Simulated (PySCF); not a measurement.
CH2NO, SMILES [NH]C=O (connectivity only; charge and spin as stated), charge -1, multiplicity 1.

Geometry: B3LYP-D3(BJ)/def2-SVPD. The spin state was assumed, not searched. The isomer is the one that the SMILES or the coordinates give; other isomers of the formula were not compared. One conformer was computed; it need not be the lowest.

All values below come from r2SCAN/def2-TZVPD run with PySCF.

Symmetry labels are those of the subgroup Cs that the program uses (full group Cs).

Computed valence orbital energies around the gap with their symmetry:
```json
[
 {"orbital": "HOMO−7", "symmetry": "A'", "energy (eV)": "-15.94"},
 {"orbital": "HOMO−6", "symmetry": "A'", "energy (eV)": "-8.68"},
 {"orbital": "HOMO−5", "symmetry": "A'", "energy (eV)": "-4.94"},
 {"orbital": "HOMO−4", "symmetry": "A'", "energy (eV)": "-4.62"},
 {"orbital": "HOMO−3", "symmetry": "A\"", "energy (eV)": "-3.38"},
 {"orbital": "HOMO−2", "symmetry": "A'", "energy (eV)": "-0.85"},
 {"orbital": "HOMO−1", "symmetry": "A\"", "energy (eV)": "0.34"},
 {"orbital": "HOMO", "symmetry": "A'", "energy (eV)": "0.35"},
 {"orbital": "LUMO", "symmetry": "A'", "energy (eV)": "4.99"},
 {"orbital": "LUMO+1", "symmetry": "A'", "energy (eV)": "5.61"},
 {"orbital": "LUMO+2", "symmetry": "A'", "energy (eV)": "6.11"},
 {"orbital": "LUMO+3", "symmetry": "A\"", "energy (eV)": "6.19"}
]
```
